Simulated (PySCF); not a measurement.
## Vibration and rotation of IO

PBE0 constants of IO, ²Π (doublet), unpaired electrons π ↑ (PySCF, scalar-relativistic core potentials, basis sets I cc-pVTZ-PP with ECP28, O cc-pVTZ; masses 126.9045 and 15.9949 u):

- ωe: 689.2 cm⁻¹
- ωexe: 3.98 cm⁻¹
- Be: 0.33458 cm⁻¹
- αe: 0.00254 cm⁻¹
- De to I + O: 2.42 eV

(1) What force constant and bond length do these constants imply?

(2) Estimate the centrifugal constant D from the Kratzer relation and find the Dunham coefficient a1.

These are scalar-relativistic numbers at best; spin–orbit coupling would shift them, the dissociation energy most. The state is the lowest determinant that a PBE0 search found; another state may lie lower at other levels.

Results:

(1) Reduced mass μred = 14.205 u; k = 5.8918×10⁻⁷·μred·ωe² (u, cm⁻¹, mdyn/Å) = 3.98 mdyn/Å; Re = √(16.8576/(μred·Be)) (u, cm⁻¹, Å) = 1.883 Å.

(2) D = 4Be³/ωe² = 3.15e-07 cm⁻¹; a1 = −1 − αeωe/(6Be²) = -3.61.
